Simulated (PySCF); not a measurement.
B(H)(Et)(NH2) (C2H8BN), SMILES CCBN.

Coordinates come from a B3LYP-D3(BJ)/def2-SVP optimisation. One conformer was computed; it need not be the lowest.

The numbers are results of PySCF with PBE/def2-TZVP, not measurements.

The molecule is in vacuum.

The total energy is -160.50414 hartree. The highest occupied level is -6.84 eV, the lowest empty level comes out as -0.35 eV and the orbital gap is 6.49 eV. The dipole moment is 1.72 D and the quadrupole, principal values (traceless, Buckingham form, about the centre of nuclear charge) is -3.62, -2.13, 5.76 D·Å. The mean static polarisability is 50.6 bohr³ (7.50 Å³) and the polarisability, principal values comes out as 42.8, 48.2, 61.0 bohr³.
